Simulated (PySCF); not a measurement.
Radial density of Al(2+) (aluminium, charge +2)

UHF, [Ne] 3s1, 2S determinant. Calculation: PySCF 2.14, in an even-tempered Gaussian basis (21 s from 0.028 bohr⁻², ratio 2.5; 13 p from 0.036 bohr⁻², ratio 2.5; 6 d from 0.3 bohr⁻², ratio 2.7; 5 f from 0.44 bohr⁻², ratio 2.7); scalar relativity by spin-free X2C-1e.

```
r (bohr)  4πr²ρ (e/bohr)  4πr²(ρα − ρβ)
 0.00227         0.09585         0.0003
 0.00382          0.2540         0.0007
 0.00643          0.6565         0.0019
  0.0108           1.626         0.0046
  0.0182           3.742         0.0105
  0.0306           7.594         0.0206
  0.0514           12.48         0.0308
  0.0865           14.54         0.0249
   0.146           10.73        -0.0003
   0.245           8.752         0.0316
   0.412           12.58         0.1100
   0.693           8.817         0.0060
    1.17           1.877         0.1810
    1.96          0.5977         0.5516
    3.30          0.1690         0.1689
    5.54        0.002876         0.0029
```

Densities and radii are taken from the X2C orbitals without a picture-change correction, which distorts them close to the nucleus.
